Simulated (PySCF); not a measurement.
Radial density of N (nitrogen, neutral)

UHF, [He] 2s1 2p4, high-spin 4P determinant (an excited configuration). Computed with PySCF 2.14 in dyall-acv3z (15s9p4d2f, 76 functions), with the non-relativistic Hamiltonian (point nucleus).

```
r (bohr)  4πr²ρ (e/bohr)  4πr²(ρα − ρβ)
 0.00309         0.02319         0.0006
 0.00520         0.06374         0.0017
 0.00875          0.1716         0.0045
  0.0147          0.4467         0.0117
  0.0248           1.099         0.0286
  0.0416           2.459         0.0637
  0.0700           4.704         0.1199
   0.118           6.942         0.1721
   0.198           6.752         0.1906
   0.333           3.735         0.4001
   0.561           2.451         1.3774
   0.943           3.327         2.3722
    1.59           2.219         1.4068
    2.67          0.5127         0.1532
    4.49         0.04046        -0.0182
    7.55       0.0007993        -0.0008
```

(1) Where is the radial spin density 4πr²(ρα − ρβ) most negative, and why is it negative at all?

## Answers

(1) Around r = 4.49 bohr, down to -0.0182 e/bohr: exchange with the open shell polarises the paired shells in an unrestricted calculation.
